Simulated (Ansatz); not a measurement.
Molecule: sum formula BNHCl₂, charge 0, multiplicity 2. It need not be the lowest isomer of its formula. 
Coordinates optimised at B3LYP-D3(BJ)/def2-TZVP (Ansatz, an electronic-structure program):
SMILES: [NH]B(Cl)Cl
```xyz
5

B     -0.3687    -0.0791     0.0496
Cl     0.1698     1.5993     0.0385
Cl     0.7860    -1.3948    -0.1583
N     -1.7338    -0.3646     0.1179
H     -2.2674    -0.5300     0.9640
```
Charge 0, spin multiplicity 2.

Wanted: atomisation energy (electronic, to ground-state atoms); the coupled-cluster value holds the core correlation from cc-pwCVTZ, in kcal/mol. Valence correlation only, unless marked. UHF or UKS for open shells. Spin-orbit coupling is left out. Non-relativistic. Basis-set limits of correlation are two-point, X^-3; Hartree-Fock from the larger set.

Level to compare with: CCSD(T)/CBS(cc-pV(T+d)Z,cc-pV(Q+d)Z) plus the core term (Ansatz), 400.2 kcal/mol. It is a level with limits of its own, and the differences hold the functionals' basis error too.

Question: Rank these functionals by how close they come to CCSD(T)/CBS(cc-pV(T+d)Z,cc-pV(Q+d)Z), closest first: revPBE/def2-TZVPD (Ansatz); BHLYP/def2-TZVPD (Ansatz); wB97M-V/def2-TZVPD (Ansatz).

Answer: revPBE/def2-TZVPD (GGA, 400.5 kcal/mol, difference 0.3), wB97M-V/def2-TZVPD (range-separated hybrid meta-GGA with VV10, 405.9 kcal/mol, difference 5.7), BHLYP/def2-TZVPD (global hybrid, 383.9 kcal/mol, difference -16.3)
